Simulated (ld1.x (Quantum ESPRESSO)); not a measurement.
# Before and after: TM potential for Ca (Z = 20)

Ca (Z = 20), norm-conserving Troullier–Martins (Kleinman–Bylander form), made with ld1.x (Quantum ESPRESSO) 7.5 (PBE, scalar-relativistic). Core [Ar], reference 3d0 4s2 4p0. Waves: 4p (bound, empty): rc 3.70 bohr; 3d (bound, empty): rc 2.25 bohr; 4s (bound): rc 2.80 bohr. Local part: the s channel. Core correction: none.

Change: all radii scaled by about 0.91 (s 2.56, p 3.38, d 2.06 bohr).

Cutoffs: the cutoffs (Ry, on a coarse ladder) from which the occupation-weighted sum of valence levels, in a spherical-Bessel basis at the reference potential, stays within 10 and 1 mRy of its value at 400 Ry; they do not see the model core or the augmentation charge, which bear on the density cutoff. Errors are all-electron minus pseudo energies relative to the spin-unpolarised reference configuration.

Q: What does the change do?

A: The potential gets harder (6 Ry and 10 Ry → 8 Ry and 18 Ry); of the 7 tests that both files solve, the error grows in 0 and shrinks in 3 by more than 15 % and 0.3 meV (median size 61.3 → 63.2 meV); neither file shows a bound ghost at the reference potential, the only one tested. A smaller radius makes the pseudo-wave follow the all-electron one further in, where it bends more sharply, so more plane waves are needed. Less of the atom is replaced, so other configurations are described better.

```tsv
quantity	base	changed
cutoff, loose	6 Ry	8 Ry
cutoff, tight	10 Ry	18 Ry
bound ghosts	none	none
error for 3d0 4s1 4p0, meV [ΔE 6.31 eV]	+6.6	+7.0
error for 3d0 4s1.5 4p0, meV [ΔE 2.50 eV]	-0.1	+0.1
error for 3d0 4s1 4p1, meV [ΔE 2.42 eV]	+11	+10
error for 3d1 4s1 4p0, meV [ΔE 2.28 eV]	+1007	+715
error for 3d0 4s0 4p2, meV [ΔE 4.95 eV]	+61	+63
error for 3d0.5 4s1.5 4p0, meV [ΔE 1.05 eV]	+480	+330
error for 3d1 4s0 4p0, meV [ΔE 7.69 eV]	+1527	+1153
```

Base: The cutoffs count occupied waves only; the empty 3d level needs 35 Ry at the loose tolerance. These tests converged, but a pseudo level misses the all-electron one widely, so the file describes the atom poorly there or has found another state: 3d0.5 4s1.5 4p0: 3d by 1.0 eV. Changed file: The cutoffs count occupied waves only; the empty 3d level needs 40 Ry at the loose tolerance.
